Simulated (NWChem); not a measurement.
A series in which one site is exchanged, each optimised at PBE0/def2-SVP with NWChem, gas phase unless a solvent is named. Some are not confirmed as minima by frequencies. def2 effective core potentials on Sr, Te, Ba; no spin-orbit coupling.

A: [F][Sr][Cl] (SrClF; site = Sr)
B: [Ca]([Cl])[F] (CaClF; site = Ca)
C: [F][Ba][Cl] (BaClF; site = Ba)
D: [Te](F)Cl (TeClF; site = Te)

Task: Rank them by orbital gap (eV), PBE0/def2-SVP, lowest first.

Result: D (3.93), C (5.31), A (5.46), B (5.88)
